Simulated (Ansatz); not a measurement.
`OB(S)Cl` + HCl → `OB(Cl)Cl` + H₂S at 400 K and 1 bar (ligand exchange at a B–S bond).

Calculated with Ansatz (gas phase, PBE0-D4/def2-TZVP geometries, no zero-point term in ΔE). CCSD(T)/CBS is the MP2 limit (def2-TZVPP, def2-QZVPP) plus CCSD(T) − MP2 in def2-TZVPP, frozen cores. This one scheme is used for every species. One conformer a species, not always the lowest.

| species | CCSD(T)/CBS energy (Eh) | H − E (kJ/mol) | S (J/(mol·K)) |
| --- | --- | --- | --- |
| `OB(S)Cl` | -958.85217 | 103.0 | 326.6 |
| HCl | -460.38127 | 29.6 | 195.4 |
| `OB(Cl)Cl` | -1020.26564 | 77.9 | 316.2 |
| H₂S | -398.97279 | 53.4 | 215.9 |

H − E and S are ideal-gas, rigid-rotor, harmonic terms from PBE0-D4/def2-TZVP, for one conformer and one mirror image of each species. 1 Eh = 2625.50 kJ/mol, R = 8.31446 J/(mol·K).

**Question.** By hand: ΔE, ΔH, ΔS and ΔG.

**Answer.** ΔE = (-1020.26564) + (-398.97279) − (-958.85217) − (-460.38127) = -0.00499 Eh = -13.1 kJ/mol. Δ(H − E) = 77.9 + 53.4 − 103.0 − 29.6 = -1.3, so ΔH = -14.4 kJ/mol. ΔS = 316.2 + 215.9 − 326.6 − 195.4 = 10.1 J/(mol·K). ΔG = -14.4 − 400 × (10.1)/1000 = -18.4 kJ/mol.

**Question.** By hand: the equilibrium constant, and the temperature at which ΔG would vanish if ΔH and ΔS stayed fixed.

**Answer.** log₁₀ K = −ΔG/(RT ln 10) = 2.4. ΔH and −TΔS have one sign here, so there is no such temperature.

The number of gas molecules stays the same, so ΔS is small and ΔH decides. A doubt of 5 kJ/mol in ΔE shifts log₁₀ K by 0.7 here. Other conformers and mirror images would add mixing entropy, several J/(mol·K) or more a flexible species. These are equilibria of isolated gas molecules and say nothing of rates. Largest T1 diagnostic: 0.012 (customary marks: 0.02 for closed shells, 0.045 for open ones).

ΔS is within the doubt of such terms, so its sign, and with it that verdict, could turn.
